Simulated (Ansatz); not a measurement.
## Reading a saddle point

A first-order saddle point of AlH$_{3}$SOF$_{2}$, closed shell, PBE0-D4/def2-TZVP, with one imaginary mode of 873i cm⁻¹:

Al1  (-0.520, 0.632, -0.295)
O2  (1.220, 0.220, -0.356)
F3  (-1.227, 0.644, -1.783)
F4  (-0.921, 1.785, 0.807)
H5  (0.726, -0.939, 0.161)
S6  (-0.614, -1.525, 0.692)
H7  (1.754, 0.221, -1.154)
H8  (-0.417, -1.038, 1.930)
(Å)

Computed with Ansatz 0.2.0 (basis: def2-TZVPP and def2-QZVPP); correlated methods freeze the cores. Extrapolation: Hartree–Fock as exp(−7.88 √X), correlation as X^−2.97.

Q: Which contacts change along the imaginary mode, and what lies on either side? (Judge from chemistry; the calculation decides.)

A: By the calculation: The step is AlHOF₂ ([OH][Al]([F])[F]) + H₂S → AlHSF₂ ([F][Al]([F])[SH]) + H₂O (still joined by a long Al–O bond), with the molecules in contact on both sides. Shortening one way: Al1–S6, O2–H5; lengthening the same way: Al1–O2, H5–S6.
| pair | one side (Å) | saddle (Å) | other side (Å) |
| --- | --- | --- | --- |
| Al1–S6 | 2.48 | 2.37 | 2.20 |
| O2–H5 | 3.27 | 1.36 | 0.97 |
| Al1–O2 | 1.70 | 1.79 | 1.96 |
| H5–S6 | 1.34 | 1.56 | 2.94 |

Q: Which side is lower, and how far does the saddle lie above each? (An estimate is asked for; the value comes from the calculation.)

A: Computed: The side with Al1–S6, O2–H5 short is lower by 0.230 eV; the saddle lies 0.732 eV above it and 0.503 eV above the other (CCSD(T) at an estimated basis limit (MP2 extrapolated from triple and quadruple zeta, plus CCSD(T) − MP2 in triple zeta); electronic energies).

T1 diagnostic: at most 0.013.

Labels in which every atom is bracketed show which atoms are joined, not bond orders.

For scale, one of the runs: CCSD(T)/def2-TZVPP, 219 basis functions (an equivalent command: `ansatz run in.yaml --threads 4`). The run took 89 s on 4 CPU threads (shared host), with 3.4 GiB of host memory at its peak.
